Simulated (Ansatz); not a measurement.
The input (input.yaml):

```yaml
crystal:
  periodic: [false, false, false]
  atoms:
    - { symbol: Ge, position_ang: [-0.788967, 0.928907, -1.097143] }
    - { symbol: Cl, position_ang: [-0.489089, -1.198712, -1.69494] }
    - { symbol: H, position_ang: [-1.942335, 1.439818, -2.001311] }
    - { symbol: H, position_ang: [-1.173182, 0.932083, 0.398042] }
    - { symbol: H, position_ang: [0.531135, 1.676064, -1.398514] }
    - { symbol: H, position_ang: [0.9196, -1.200584, 0.21118] }
    - { symbol: O, position_ang: [1.384895, -0.634609, 0.874853] }
    - { symbol: O, position_ang: [0.464472, -0.786655, 2.025237] }
    - { symbol: H, position_ang: [1.09347, -1.15651, 2.682497] }
basis:
  gaussian: { orbitals: def2-SVP }
hamiltonian:
  xc: blyp
neb:
  order_check: false
  images: 4
  f_tol: 0.05
  max_iterations: 60
  climbing: false
  final_atoms:
    - { symbol: Ge, position_ang: [-0.42604812, 1.10365434, -0.26316017] }
    - { symbol: Cl, position_ang: [0.6272642, -2.16612947, -1.9914096] }
    - { symbol: H, position_ang: [-1.78196772, 0.49378683, -0.68745434] }
    - { symbol: H, position_ang: [-0.58315602, 2.17019825, 0.85065738] }
    - { symbol: H, position_ang: [0.4353541, 1.59791551, -1.45037558] }
    - { symbol: H, position_ang: [0.73159076, -1.5320219, -0.83006193] }
    - { symbol: O, position_ang: [0.64308814, -0.25378893, 0.45237653] }
    - { symbol: O, position_ang: [-0.14625732, -0.7901153, 1.59829173] }
    - { symbol: H, position_ang: [0.50013098, -0.62369734, 2.32103698] }
  initial_path:
    images:
      - { positions_ang: [[-0.788967, 0.928907, -1.097143], [-0.489089, -1.198712, -1.69494], [-1.942335, 1.439818, -2.001311], [-1.173182, 0.932083, 0.398042], [0.531135, 1.676064, -1.398514], [0.9196, -1.200584, 0.21118], [1.384895, -0.634609, 0.874853], [0.464472, -0.786655, 2.025237], [1.09347, -1.15651, 2.682497]] }
      - { positions_ang: [[-0.68514823, 0.88729283, -0.91723242], [-0.41461166, -1.32030866, -1.72344562], [-1.79372227, 1.3109088, -1.89595832], [-1.19299902, 0.95711924, 0.50925742], [0.60182442, 1.65103826, -1.22740903], [0.78734286, -1.25618438, 0.02016223], [1.17127213, -0.53464499, 0.73646513], [0.41778041, -0.74990801, 1.93811607], [1.10826036, -0.94551108, 2.55994555]] }
      - { positions_ang: [[-0.58132946, 0.84567865, -0.73732185], [-0.34013431, -1.44190531, -1.75195124], [-1.64510955, 1.1819996, -1.79060564], [-1.21281604, 0.98215547, 0.62047283], [0.67251383, 1.62601251, -1.05630407], [0.65508572, -1.31178477, -0.17085554], [0.95764926, -0.43468099, 0.59807726], [0.37108882, -0.71316102, 1.85099514], [1.12305073, -0.73451215, 2.43739411]] }
      - { positions_ang: [[-0.50874569, 0.88062812, -0.57052528], [-0.11686367, -1.63538881, -1.81124516], [-1.61303609, 0.99279336, -1.52783431], [-1.09481085, 1.22977852, 0.71099591], [0.65335765, 1.61038281, -1.06667638], [0.61748387, -1.37807235, -0.37910393], [0.80928789, -0.35851697, 0.51358196], [0.24894296, -0.71385308, 1.76560608], [1.00438292, -0.62794962, 2.3651021]] }
      - { positions_ang: [[-0.4673969, 0.99214123, -0.41684273], [0.25520026, -1.90075914, -1.90132738], [-1.69750191, 0.7432901, -1.10764432], [-0.83898343, 1.69998839, 0.78082665], [0.54435588, 1.60414916, -1.25852598], [0.67453732, -1.45504712, -0.60458293], [0.72618802, -0.30615295, 0.48297925], [0.05134282, -0.75198419, 1.68194891], [0.75225695, -0.62582348, 2.34306954]] }
      - { positions_ang: [[-0.42604812, 1.10365434, -0.26316017], [0.6272642, -2.16612947, -1.9914096], [-1.78196772, 0.49378683, -0.68745434], [-0.58315602, 2.17019825, 0.85065738], [0.4353541, 1.59791551, -1.45037558], [0.73159076, -1.5320219, -0.83006193], [0.64308814, -0.25378893, 0.45237653], [-0.14625732, -0.7901153, 1.59829173], [0.50013098, -0.62369734, 2.32103698]] }
```

Launched with:

```bash
$ ansatz run input.yaml --threads 2 --pin off --max-ram 3072MiB --backend cpu --events-out ev --progress --plain --runs-dir out
```

Hardware: 2 threads of Arm Neoverse V2, on a shared host.

Problem. Roughly how long does this run take, and how much memory?

Solution. 57 s, with a peak of 0.14 GiB, for 8 band iterations.
